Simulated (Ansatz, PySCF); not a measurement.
C2H5NO2Si, SMILES O=C/N=C/O[SiH3]. Atoms are numbered in the order given.

```xyz
11

O     -2.6492     0.9944     0.6909
C     -1.8029     0.2760     1.1713
N     -0.5819    -0.0589     0.5716
C     -0.5279    -0.0543    -0.7099
O      0.6075    -0.2694    -1.3442
Si     2.0396    -0.5284    -0.4023
H     -1.9060    -0.1744     2.1865
H     -1.3945     0.1035    -1.3751
H      2.3284     0.6654     0.4308
H      1.8940    -1.7665     0.4032
H      3.0700    -0.7003    -1.4572
```
Charge 0, spin multiplicity 1.

Coordinates come from a r2SCAN-D4/def2-SVP optimisation. The structure was generated by enumeration; whether it is a known compound was not checked. One conformer was computed; it need not be the lowest.

Two levels are set side by side: PBE-D3(BJ)/def2-SVP (Ansatz, a program for electronic structure) and r2SCAN-D4/def2-SVP (Ansatz). Each level has its own optimised geometry; the coordinates shown are those of the second. Frequencies come from the Hessian of PySCF at each geometry. Differences are taken from unrounded values.

```tsv
quantity	r2SCAN-D4	PBE-D3(BJ)	PBE-D3(BJ) minus r2SCAN-D4
mean bond length (Å)	1.362	1.372	0.010
bond O1–C2 (Å)	1.210	1.218	0.008
bond C2–N3 (Å)	1.401	1.406	0.005
bond N3–C4 (Å)	1.283	1.290	0.007
bond C4–O5 (Å)	1.318	1.325	0.007
bond O5–Si6 (Å)	1.734	1.754	0.020
bond C2–H7 (Å)	1.115	1.124	0.009
bond C4–H8 (Å)	1.104	1.111	0.007
bond Si6–H9 (Å)	1.484	1.496	0.012
bond Si6–H10 (Å)	1.484	1.496	0.012
bond Si6–H11 (Å)	1.485	1.497	0.012
highest harmonic wavenumber (cm⁻¹)	3113	3039	-74
mean harmonic wavenumber (cm⁻¹)	1155	1121	-34
zero-point energy (kcal/mol)	44.59	43.28	-1.31
```
